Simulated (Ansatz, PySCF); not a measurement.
Diatomic W2, closed-shell singlet (lowest of 2S+1 = 1, 3, 5, 7, 9, 11 at CCSD(T)/def2-TZVPP on PBE0 minima; our sources give no spin for the ground state, which may be another). No spin–orbit coupling.

Constants: fifth-degree fit in 1/R to seven points, most abundant isotopes. Runs in def2 and cc sets follow the lowest solution found near the PBE0 minimum. The singlet is held restricted.

The values were computed with Ansatz (a first-principles code) with Gaussian orbitals; PySCF for LANL2DZ rows.  In def2 rows elements past Kr take small-core potentials, without spin–orbit coupling.

```tsv
level	r_e (Å)	ω_e (cm⁻¹)	α_e (cm⁻¹)	ω_e x_e (cm⁻¹)
SVWN5/def2-TZVPP	2.001	403	6.9e-5	0.39
PBE/def2-TZVPP	2.014	391	6.9e-5	0.39
BP86/LANL2DZ	2.053	397	6.4e-5	0.42
r2SCAN/def2-TZVPP	1.994	408	6.8e-5	0.39
B97M-V/def2-TZVPP	1.999	396	7.1e-5	0.40
B3LYP/def2-TZVPP	1.999	405	6.7e-5	0.38
PBE0/def2-TZVPP	1.979	422	6.6e-5	0.37
CAM-B3LYP/def2-TZVPP	1.971	433	6.4e-5	0.35
wB97X-V/def2-TZVPP	1.956	448	6.1e-5	0.33
wB97M-V/def2-TZVPP	1.962	443	6.2e-5	0.33
```

Rows in LANL2DZ carry no dispersion term and start afresh at each structure. LANL2DZ brings its own core potentials from Na on.
